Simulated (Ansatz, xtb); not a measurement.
## Relaxing a trial structure of F2HSSi+

The starting geometry of this gas-phase singlet has its atoms placed at random.

```xyz
5

F    -0.2119    0.1018   -1.5524
F     1.4172   -0.5844   -0.1745
S    -0.4467    0.4749    0.0129
Si   -0.7239   -1.2150   -0.7808
H    -1.0790   -1.5627    0.4561
```

**Question.** One run relaxed it with r2SCAN-D4/def2-SVP. What is a likely outcome?

**Answer.** It ends as a structure with F1 bridging Si4 and S3, given below by its coordinates. Distances that change by over a tenth: F1–S3 (1.63 → 1.89 Å), F1–Si4 (1.61 → 1.78 Å), S3–Si4 (1.89 → 2.11 Å). Contacts that close: F2–Si4 (2.31 → 1.57 Å).

The energy falls by 8.68 eV over 13 steps:

| step | E − E(last) (eV) |
| --- | --- |
| 1 | 8.678 |
| 2 | 6.191 |
| 4 | 3.211 |
| 5 | 1.738 |
| 6 | 0.689 |
| 8 | 0.129 |
| 9 | 0.034 |
| 10 | 0.001 |
| 12 | 0.000 |
| 13 | 0.000 |

Final geometry (Å):

```xyz
5

F    -0.5480    0.0339   -1.6468
F     1.3787   -1.2469   -0.1745
S    -0.6293    1.2028   -0.1588
Si   -0.1436   -0.8503   -0.1588
H    -1.1021   -1.9249    0.1001
```

From the same start GFN2-xTB ends elsewhere, differing in F1–Si4 (2.89 against 1.78 Å here).

From so rough a start the end depends on the optimiser's path, so another program may land elsewhere. The end wasn't checked by frequencies. Run with Ansatz 0.2.0, 65 s on 1 thread of AMD EPYC (Zen 3) (shared host).
